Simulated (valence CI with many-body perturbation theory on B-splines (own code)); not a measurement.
## Zr²⁴⁺: electric-dipole lines

Calculated by relativistic CI+MBPT: six valence electrons over a frozen Dirac-Fock core [Ne], a basis of 9 s, 9 p, 8 d, 6 f, 3 g, 1 h functions for each j, with the one-electron correlation potential Σ1 (screened to all orders), the two-electron term Σ2, the three-electron term Σ3, Breit, model QED; selected single and double excitations, second order for the rest, scaled by the run's own slope (own B-spline code, finite nucleus).

No measured levels were compared; by estimate levels of excited configurations hold to 0.05 to 0.15 % of their energy, terms of the ground configuration to about 0.5 %. Among the levels kept, up to 1500 cm⁻¹ of a level comes from second order outside the variational space, and about a tenth of that is noise between levels of different J, which matters for small intervals.

Lines 51 to 85 of 85 in falling wavelength, among levels below 150.30 eV, chosen from the strongest by gf and those to the six lowest levels. Wavelengths and rates use the calculated energies, so an error of 400 cm⁻¹ moves a line at 10.67 nm by 0.043 % and its rate by three times that or more. Electric multipoles are in the length gauge, E1 and E2 with the static RPA response of the core. Weak lines are less certain than strong ones. Lines between different terms over intervals too small for the method are left out, as are lines whose strength nearly cancels. The highest levels of a list are the least certain.

Names give the largest LS component (configuration and term), which can be under half, so a name can repeat, a term be missing and a line seem to break the LS rules; names also repeat where a configuration has a term twice. Letters in brackets count levels of one name in rising energy.

| λ vac (nm) | Upper | Lower | A (s⁻¹) | S (a.u.) with core polarisation | S without |
| --- | --- | --- | --- | --- | --- |
| 10.67 | 3s²3p³3d ³F°_3 [b] | 3s²3p⁴ ¹D_2 | 7.80e+09 | 3.27e-02 | 3.35e-02 |
| 10.66 | 3s²3p³3d ³P°_1 [a] | 3s²3p⁴ ³P_1 | 8.03e+09 | 1.44e-02 | 1.47e-02 |
| 10.60 | 3s²3p³3d ³D°_1 [a] | 3s²3p⁴ ³P_2 | 2.03e+09 | 3.58e-03 | 3.67e-03 |
| 10.60 | 3s²3p³3d ³P°_0 | 3s²3p⁴ ³P_1 | 1.36e+10 | 7.97e-03 | 8.15e-03 |
| 10.56 | 3s²3p³3d ³F°_2 [a] | 3s²3p⁴ ³P_2 | 2.17e+09 | 6.32e-03 | 6.47e-03 |
| 10.54 | 3s²3p³3d ³D°_1 [b] | 3s²3p⁴ ³P_0 | 1.60e+10 | 2.78e-02 | 2.84e-02 |
| 10.51 | 3s²3p³3d ³D°_3 [b] | 3s²3p⁴ ¹D_2 | 3.79e+09 | 1.52e-02 | 1.55e-02 |
| 10.41 | 3s²3p³3d ³D°_2 | 3s²3p⁴ ³P_1 | 2.99e+09 | 8.34e-03 | 8.53e-03 |
| 10.38 | 3s²3p³3d ³F°_3 [a] | 3s²3p⁴ ³P_2 | 2.73e+09 | 1.06e-02 | 1.08e-02 |
| 10.38 | 3s²3p³3d ³P°_2 [a] | 3s²3p⁴ ¹D_2 | 2.38e+10 | 6.57e-02 | 6.72e-02 |
| 10.26 | 3s²3p³3d ³P°_1 [b] | 3s²3p⁴ ¹D_2 | 8.86e+08 | 1.42e-03 | 1.46e-03 |
| 10.26 | 3s²3p³3d ³F°_2 [b] | 3s²3p⁴ ³P_1 | 2.34e+10 | 6.23e-02 | 6.38e-02 |
| 10.25 | 3s²3p³3d ³D°_3 [a] | 3s²3p⁴ ³P_2 | 3.43e+09 | 1.28e-02 | 1.30e-02 |
| 10.11 | 3s²3p³3d ³D°_3 [c] | 3s²3p⁴ ¹D_2 | 4.32e+09 | 1.54e-02 | 1.58e-02 |
| 9.996 | 3s²3p³3d ³S°_1 | 3s²3p⁴ ¹D_2 | 1.18e+11 | 1.75e-01 | 1.79e-01 |
| 9.963 | 3s²3p³3d ³P°_2 [a] | 3s²3p⁴ ³P_1 | 8.75e+08 | 2.13e-03 | 2.20e-03 |
| 9.911 | 3s²3p³3d ³D°_1 [b] | 3s²3p⁴ ³P_2 | 1.65e+09 | 2.38e-03 | 2.44e-03 |
| 9.865 | 3s²3p³3d ³P°_1 [a] | 3s²3p⁴ ³P_0 | 1.44e+08 | 2.05e-04 | 2.08e-04 |
| 9.854 | 3s²3p³3d ³P°_1 [b] | 3s²3p⁴ ³P_1 | 1.24e+10 | 1.76e-02 | 1.81e-02 |
| 9.720 | 3s²3p³3d ³P°_2 [b] | 3s²3p⁴ ¹D_2 | 1.30e+10 | 2.95e-02 | 3.02e-02 |
| 9.606 | 3s²3p³3d ³S°_1 | 3s²3p⁴ ³P_1 | 3.27e+10 | 4.29e-02 | 4.39e-02 |
| 9.577 | 3s²3p³3d ¹D°_2 | 3s²3p⁴ ³P_2 | 1.10e+10 | 2.39e-02 | 2.45e-02 |
| 9.351 | 3s²3p³3d ³P°_2 [b] | 3s²3p⁴ ³P_1 | 2.83e+10 | 5.70e-02 | 5.83e-02 |
| 9.309 | 3s²3p³3d ³P°_1 [a] | 3s²3p⁴ ³P_2 | 4.52e+10 | 5.40e-02 | 5.53e-02 |
| 9.167 | 3s²3p³3d ³P°_1 [b] | 3s²3p⁴ ³P_0 | 2.24e+10 | 2.55e-02 | 2.62e-02 |
| 9.116 | 3s²3p³3d ³D°_2 | 3s²3p⁴ ³P_2 | 2.90e+09 | 5.42e-03 | 5.55e-03 |
| 8.998 | 3s²3p³3d ³F°_2 [b] | 3s²3p⁴ ³P_2 | 6.96e+10 | 1.25e-01 | 1.28e-01 |
| 8.975 | 3s²3p³3d ³F°_3 [b] | 3s²3p⁴ ³P_2 | 2.44e+10 | 6.10e-02 | 6.24e-02 |
| 8.953 | 3s²3p³3d ³S°_1 | 3s²3p⁴ ³P_0 | 7.53e+10 | 8.00e-02 | 8.19e-02 |
| 8.857 | 3s²3p³3d ³D°_3 [b] | 3s²3p⁴ ³P_2 | 5.07e+10 | 1.22e-01 | 1.25e-01 |
| 8.770 | 3s²3p³3d ³P°_2 [a] | 3s²3p⁴ ³P_2 | 1.79e+11 | 2.97e-01 | 3.04e-01 |
| 8.685 | 3s²3p³3d ³P°_1 [b] | 3s²3p⁴ ³P_2 | 2.44e+11 | 2.36e-01 | 2.42e-01 |
| 8.577 | 3s²3p³3d ³D°_3 [c] | 3s²3p⁴ ³P_2 | 2.23e+11 | 4.85e-01 | 4.96e-01 |
| 8.492 | 3s²3p³3d ³S°_1 | 3s²3p⁴ ³P_2 | 3.25e+09 | 2.94e-03 | 3.00e-03 |
| 8.292 | 3s²3p³3d ³P°_2 [b] | 3s²3p⁴ ³P_2 | 3.77e+10 | 5.30e-02 | 5.43e-02 |
